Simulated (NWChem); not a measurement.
Species: C2H7NSi; SMILES C/C=N\[SiH3]

B3LYP is NWChem's, with the RPA form of VWN correlation.

Question: Give the equilibrium geometry at B3LYP/6-31G* (spherical d) (NWChem) as a list of bonds and angles, with the point group.

Answer: point group Cs; any orientation.
Bonds (Å): C1–C2 1.510, C1–H5 1.093, C1–H6 1.098, C1–H7 1.098, C2–N3 1.268, C2–H8 1.103, N3–Si4 1.743, Si4–H9 1.485, Si4–H10 1.498, Si4–H11 1.485. Bond angles (°): C2–C1–H5 112.6, C2–C1–H6 109.7, C2–C1–H7 109.7, H5–C1–H6 109.1, H5–C1–H7 109.1, H6–C1–H7 106.5, C1–C2–N3 129.3, C1–C2–H8 113.4, N3–C2–H8 117.3, C2–N3–Si4 133.1, N3–Si4–H9 107.1, N3–Si4–H10 117.6, N3–Si4–H11 107.1, H9–Si4–H10 107.8, H9–Si4–H11 109.2, H10–Si4–H11 107.8.
